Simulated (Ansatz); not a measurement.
(1) Predict a relaxed structure of `C[Si](C)(C)[Si](C)(C)[Si](C)(C)[Si](C)(C)[Si](C)(C)[Si](C)(C)[Si](C)(C)[Si](C)(C)C`, charge 0, singlet, at r2SCAN-D4/def2-SVP (Ansatz).

## Answers

(1) 
```xyz
80

C     6.497    2.094   -3.341
Si    4.760    1.456   -2.934
C     3.691    1.607   -4.488
C     4.906   -0.366   -2.441
Si    3.889    2.759   -1.173
C     4.292    4.585   -1.539
C     4.749    2.280    0.455
Si    1.555    2.560   -0.913
C     0.676    3.292   -2.433
C     1.062    3.586    0.615
Si    0.868    0.321   -0.641
C     0.807   -0.520   -2.347
C     2.072   -0.622    0.489
Si   -1.280    0.285    0.335
C    -2.410    1.544   -0.534
C    -1.129    0.743    2.172
Si   -2.215   -1.863    0.071
C    -2.765   -2.045   -1.744
C    -0.920   -3.206    0.441
Si   -4.143   -2.163    1.402
C    -5.173   -0.562    1.385
C    -5.190   -3.538    0.599
Si   -3.755   -2.810    3.637
C    -2.616   -4.320    3.721
C    -5.429   -3.282    4.391
C    -3.007   -1.421    4.681
H     6.471    3.144   -3.674
H     6.956    1.497   -4.149
H     7.163    2.038   -2.464
H     3.577    2.659   -4.796
H     4.147    1.060   -5.331
H     2.681    1.195   -4.329
H     3.926   -0.820   -2.226
H     5.534   -0.487   -1.543
H     5.372   -0.948   -3.255
H     3.910    5.245   -0.742
H     3.844    4.914   -2.491
H     5.382    4.740   -1.609
H     4.402    2.919    1.285
H     5.843    2.402    0.375
H     4.544    1.233    0.729
H    -0.420    3.225   -2.328
H     0.937    4.356   -2.562
H     0.960    2.762   -3.356
H    -0.034    3.610    0.739
H     1.495    3.167    1.538
H     1.411    4.628    0.522
H     1.776   -0.451   -2.867
H     0.554   -1.589   -2.252
H     0.047   -0.051   -2.993
H     2.162   -0.130    1.471
H     1.731   -1.656    0.660
H     3.079   -0.668    0.043
H    -3.434    1.511   -0.126
H    -2.030    2.571   -0.405
H    -2.472    1.343   -1.616
H    -0.696    1.749    2.299
H    -0.481    0.029    2.706
H    -2.115    0.734    2.666
H    -3.157   -3.058   -1.937
H    -3.560   -1.324   -1.994
H    -1.925   -1.871   -2.437
H    -0.465   -3.064    1.434
H    -0.109   -3.180   -0.306
H    -1.367   -4.214    0.417
H    -6.124   -0.697    1.928
H    -5.418   -0.260    0.353
H    -4.630    0.272    1.859
H    -4.650   -4.499    0.579
H    -6.132   -3.692    1.152
H    -5.450   -3.278   -0.442
H    -1.601   -4.083    3.364
H    -2.531   -4.683    4.760
H    -3.000   -5.152    3.107
H    -5.312   -3.578    5.448
H    -6.141   -2.440    4.356
H    -5.887   -4.130    3.855
H    -1.997   -1.148    4.336
H    -3.628   -0.510    4.651
H    -2.929   -1.737    5.735
```
 This is one stationary point.

Single mean-field runs in def2-SVP are fitted with def2-universal-jkfit.
